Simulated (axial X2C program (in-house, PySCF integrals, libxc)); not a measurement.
**Cl: configurations by level of theory**

Computed with an axial X2C code built on PySCF integrals, basis dyall-v3z (cores contracted in-house), spin-free (one-electron X2C) and two-component (2c, atomic mean-field Coulomb and Gaunt terms). Energies in eV from the lowest row of each column (rows without correlated energies are left out; n/a marks j-coupled starts, which PBE0 does not hold); electrons by l are Mulliken totals of the Hartree–Fock solution, and PBE0 can relax to another configuration under the same block occupation. Coupled cluster uses truncated natural virtuals with an MP2 remainder. Frozen shells in the correlated columns: 2 s, 1 p.

The low spin-free determinants:

| electrons by l | M_S, M_L | HF | MP2 | PBE0 |
| --- | --- | --- | --- | --- |
| s6 p11 | 1/2, 1 | 0.14 | 0.00 | 0.08 |
| s6 p11 | 1/2, 0 | 0.00 | 0.00 | 0.00 |

And the two-component ones:

| electrons by l | 2M_J | HF | MP2 | PBE0 |
| --- | --- | --- | --- | --- |
| s6 p11 | 3 | 0.16 | 0.00 | 0.05 |
| s6 p11 | 1 | 0.00 | 0.02 | 0.00 |
| s6 p11 | 1 | 0.24 | 0.08 | 0.11 |

Ground level as tabulated from the NIST Atomic Spectra Database (leading term): 2S+1 = 2, L = 1, J = 3/2.

Spin-free rows of one term, and 2c rows of one J level, should be degenerate; broken spherical symmetry, the missing current term of PBE0 and determinants that mix terms or J levels spread them. The search is wide but not exhaustive and can miss a configuration; gaps between s and d configurations can be off by some tenths of an eV with this basis and core.

The run took 6.7 s on 1 thread of Arm Neoverse V1, on a shared host.
